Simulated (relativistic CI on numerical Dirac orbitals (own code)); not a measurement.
**Lu2+: resonant inelastic scattering at the N6,7 edge**

Computed with this model: Dirac-Coulomb-Breit CI, orbitals from a KLI potential per configuration, a model potential for QED, Kramers-Heisenberg scattering through one core-hole configuration in a parametric crystal field, unscaled Slater integrals; configurations [Xe] 4f14 5d → [Xe] 4f13 5d2; 80 K; core-hole width 0.3 eV; summed over polarisations. Incident energies are the highest absorption maxima for each field (at most a few, so the weaker spin-orbit partner edge can be absent), on the computed scale of the free ion. Intensities are in per cent of the strongest line above 0.02 eV; levels within 1 cm⁻¹ are merged; final levels count from the ground level, the first row holds all elastic scattering, lines under 0.4 are left out and each table stops after 24 rows. The scale of the Slater integrals is a model choice and moves the terms in proportion. The configuration is assumed, with all valence electrons in the open shell; the free ion's ground configuration is another.

Field parameters in Wybourne normalisation: D3d B²₀ = −7Dσ, B⁴₀ = −14Dq − 21Dτ, B⁴₃ = −14√(10/7) Dq; Oh B⁴₀ = 21Dq, B⁴₄ = √(5/14) B⁴₀; Td as Oh with Dq negative (B⁴₀ = 21Dq, B⁴₄ = √(5/14) B⁴₀). The field is a parameter set, without covalency.

S is read from ⟨S²⟩ = S(S + 1).

Td, 10Dq = -16700 cm⁻¹:

```
Final level (eV)  Degeneracy  Irrep     S  9.6 eV  10.5 eV
           0.000           4     Γ8  0.50   807.3   6158.8
           2.035           4     Γ8  0.50    29.4    100.0
           2.183           2     Γ7  0.50    14.9     33.4
```

D3d, 10Dq = 26100, Dσ = 780, Dτ = 0 cm⁻¹:

```csv
Final level (eV),Degeneracy,Irrep,S,9 eV,11 eV,11.7 eV
0.000,2,Γ4,0.50,128.5,478.0,579.1
0.255,2,Γ5+Γ6,0.50,2.2,100.0,48.4
0.368,2,Γ4,0.50,3.4,12.6,50.1
3.455,2,Γ5+Γ6,0.50,1.1,22.0,16.8
3.468,2,Γ4,0.50,1.8,18.9,28.1
```

Oh, 10Dq = 8900 cm⁻¹:

```csv
Final level (eV),Degeneracy,Irrep,S,8.5 eV,10.3 eV
0.000,4,Γ8,0.50,324.6,3222.6
0.170,2,Γ7,0.50,5.0,94.3
1.183,4,Γ8,0.50,5.9,100.0
```

For the first field the strongest loss at the lowest incident energy is the level at 2.03 eV (S = 0.50, against 0.50 in the thermal ground state).
